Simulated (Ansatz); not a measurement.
Which is lower?

The two ends of one reaction step of BH$_{2}$SOF, closed shell (PBE0-D4/def2-TZVP).

A:

```
6
angstrom
B -0.2879 -0.1927 -0.1385
S 1.0343 0.4585 0.9299
O -0.5106 0.2741 -1.3846
H 0.0792 0.9755 -1.6675
F -1.0786 -1.1632 0.2970
H 0.7637 -0.3522 1.9638
```

B:

```
6
angstrom
B -1.1554 -0.5818 -0.6820
S 0.7323 0.8929 0.9891
O -0.8337 -0.0921 -1.7417
H 1.2922 1.0737 -0.2165
F -1.6332 -1.2145 0.3310
H 1.5978 -0.0782 1.3201
```

Computed with Ansatz 0.2.0 (basis: def2-TZVPP); correlated methods freeze the cores. B3LYP uses VWN-RPA correlation.

(1) Which structure is lower at CCSD(T), and by how much? (To be estimated.)

The T1 diagnostic stays at or below 0.015.

Answers

(1) By the calculation: A, by 156.1 kJ/mol (electronic energy, against the other). By their contacts, A is BH₂SOF ([OH][B]([F])[SH]) and B is a complex of BOF + H₂S.

All methods give the same order:

```tsv
method	E(B) − E(A) (kJ/mol)
SPW92	179.4
PBE-D4	152.6
BLYP-D4	130.3
r2SCAN-D4	164.4
B97M-V	158.3
PBE0-D4	169.0
B3LYP-D4	146.8
r2SCAN0-D4	174.9
BHLYP-D4	164.0
CAM-B3LYP-D4	156.6
wB97X-V	164.0
wB97M-V	157.4
B2PLYP	148.3
PBE-QIDH	172.5
RPA on PBE	147.0
HF	164.4
MP2	153.4
CCSD	158.6
CCSD(T)	156.1
```

Labels in which every atom is bracketed show which atoms are joined, not bond orders.

For scale, one of the runs: CCSD(T)/def2-TZVPP, 163 basis functions, launched by `ansatz run in.yaml --threads 2 --pin off --events-out ev --progress --plain --max-ram 4352MiB`. Hardware: 2 CPU threads of an Arm Neoverse V2, shared host. Wall time 28 s; peak host memory 1.3 GiB.
